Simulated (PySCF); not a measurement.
**Zr⁺ (zirconium, charge +1): UHF calculation**

Configuration: [Kr] 4d2 5s1, high-spin 4F determinant. Computed with PySCF 2.14 in def2-TZVP with the def2 core potential (28 electrons), with a scalar-relativistic core potential.

| Item | Value |
| --- | --- |
| Total energy | -46.251784 hartree |
| One-electron energy | -74.8812 hartree |
| Hartree (Coulomb) energy | 33.8657 hartree |
| Exchange energy | -5.2363 hartree |
| ⟨S²⟩ | 3.7543 |
| ⟨L²⟩ | 12.042 |
| Sum of ⟨r⟩ | 18.58 bohr |
| Sum of ⟨r²⟩ | 40.94 bohr² |
| Time after the integrals | 0.09 s of wall time on 1 thread of AMD EPYC 9R45 96-Core Processor (shared host) |

| shell | electrons | mean orbital energy (eV) | rms radius, mean of both spins (bohr) |
| --- | --- | --- | --- |
| 4s α | 1 | -76.589 | 1.30 |
| 4s β | 1 | -74.194 | 1.30 |
| 4p α | 3 | -49.137 | 1.48 |
| 4p β | 3 | -46.018 | 1.48 |
| 4d α | 2 | -15.417 | 2.29 |
| 5s α | 1 | -12.448 | 3.74 |

Energies and moments cover only the electrons outside the core potential.
